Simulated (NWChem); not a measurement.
System: GeH3, doublet; SMILES [GeH3]

```xyz
4

Ge     0.0000     0.0000    -0.0910
H     -0.5093    -1.3769    -0.5625
H     -0.9378     1.1295    -0.5625
H      1.4471     0.2474    -0.5625
```
Atoms are numbered in this order, from 1.

In the optimisation the excess spin sits in a (C3, its own frame). All runs use the structure optimised with PBE0/def2-SVP, spin-unrestricted. No stability test was run on the SCF state.

Q: List the 6 lowest vertical excitations from PBE/6-31G* (spherical d), spin-unrestricted, TDA (NWChem).

A: 
```tsv
state	energy (eV)	oscillator strength	<S²>
state 1	4.69	0.003	0.76
state 2	4.69	0.003	0.76
state 3	5.96	0.012	0.76
state 4	6.09	0.036	0.76
state 5	6.09	0.036	0.76
state 6	7.65	0.207	0.76
```
